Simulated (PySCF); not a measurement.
# Computed structure and properties of SmH2

System: SmH2 (singlet in the valence; each metal's 4f electrons, 6 of them, lie in its core potential, out of spins and levels); start: template (C2v). Method: PySCF 2.14.0, RKS PBE0, Sm lcecp-0-SVP with ECP52, H def2-SVP; non-relativistic Hamiltonian with scalar-relativistic core potentials where named; density fitting; no spin-orbit coupling.

Input of the relaxation:

```python
mol = gto.M(atom='''
Sm     0.00000     0.00000    -0.01282
H      2.18840    -0.00000     0.96648
H     -2.18840     0.00000     0.96648''',
    basis={'Sm': 'lcecp-0-SVP', 'H': 'def2-SVP'},
    ecp={'Sm': 'lcecp-0-SVP'},
    charge=0, spin=0)
mf = dft.RKS(mol, xc='PBE0')
mf.grids.atom_grid = (50, 194)  # f atoms: unpruned, at least (60, 302)
mf = mf.density_fit()  # fitting sets: Sm AutoAux, H def2-universal-JKFIT
mf.conv_tol = 1e-08; mf.max_cycle = 55
mf.kernel(dm0)  # dm0: converged density of the start geometry
# quasi-Newton relaxation in Cartesian coordinates to a largest gradient under 0.00045 Eh/bohr, steps kept in the point group
```

Run from Python with OMP_NUM_THREADS=2; the lines above give its settings. Where DIIS fails, smearing, a level shift and second-order steps follow.
It took 3.8 s on 2 threads of Arm Neoverse V1, with other jobs on the host, from the converged density of the start.

Course of the relaxation:

```
step  energy above end (eV)  largest force component within the symmetry (eV/Å)
   0                 0.2149                                               0.745
   1                 0.1283                                               0.578
   2                 0.0185                                               0.217
   3                 0.0036                                               0.089
   4                 0.0001                                               0.030
   5                 0.0000                                               0.003
```

Relaxed geometry (C2v):

```xyz
3

Sm    0.0000    0.0000   -0.1388
H     1.8398    0.0000    1.0295
H    -1.8398    0.0000    1.0295
```

```csv
contact,Å
Sm1–H2 (H),2.179
Sm1–H3 (H),2.179
```

On the finer grid (75, 302):

* HOMO: not given (4f levels lie in the core)
* LUMO: not given (4f levels lie in the core)
* Dipole about the centre of mass: 6.66 D
* Set of Mulliken populations of Sm1 outside the core potential: s 2.61, p 6.30, d 0.67, f 0.01
* D3(BJ) dispersion energy (not in the energies): -0.020 eV

| atom | Mulliken (e) | Löwdin (e) | spin (e) |
| --- | --- | --- | --- |
| Sm1 | 0.41 | 0.47 | 0.00 |
| H2 | -0.20 | -0.24 | 0.00 |
| H3 | -0.20 | -0.24 | 0.00 |

The 4f levels lie in the core potential and are missing. Their spin isn't counted.

On the grid (50, 194), as all that follows. Harmonic modes: a minimum; lowest 401 cm⁻¹ (negative: unstable), highest 1230 cm⁻¹, zero-point energy 0.175 eV.

Taking off one H (charge -1, singlet; the rest: singlet) in vacuum, both parts rigid, costs 8.10 eV; the small basis without counterpoise inflates it. Most of it is the attraction of opposite charges; other ways to part are cheaper, and one spin state was tried for the rest.

Rigid scan of H along the line from its metal:

distance to H2 (Å), energy (eV) and a bar:
```
     1.88      0.328 #####
     1.98      0.131 ##
     2.08      0.030 
     2.18      0.000 
     2.28      0.024 
     2.38      0.088 #
     2.58      0.294 #####
     2.88      0.698 ###########
     3.28      1.271 ####################
     3.78      1.910 ##############################
```

One start shape was tried, so this needn't be the lowest isomer.

An lcecp potential fixes the number of 4f electrons, so in runs with it no electron can move into or out of that shell.
